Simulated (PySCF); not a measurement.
Computed shifts of a molecule C3H2Cl2F2, PySCF with B3LYP/pcSseg-1, GIAO, gas phase, atoms alike by connectivity averaged where their shifts nearly agree, in ppm (number of nuclei): ¹⁹F: -132.9 (2). ¹³C: 158.1 (1), 134.7 (1), 121.1 (1). ¹H: 6.71 (1), 6.34 (1). References: ¹⁹F against CFCl3 (σ = 161.7 ppm); ¹³C against TMS (σ = 181.3 ppm); ³⁵Cl against HCl (σ = 933.3 ppm); ¹H against TMS (σ = 31.68 ppm), references at their B3LYP-D3(BJ)/def2-TZVP geometries, non-relativistic (without spin–orbit terms, shifts of atoms bonded to Cl or Br come out too high). Coordinates come from a B3LYP-D3(BJ)/def2-SVP optimisation. Other conformers were not sampled.

Q: Pick the molecule that these values belong to.
(A) F[C@H]1[C@H](F)C1(Cl)Cl
(B) FC1(F)CC1(Cl)Cl
(C) FC(F)C=C(Cl)Cl

A: C, FC(F)C=C(Cl)Cl
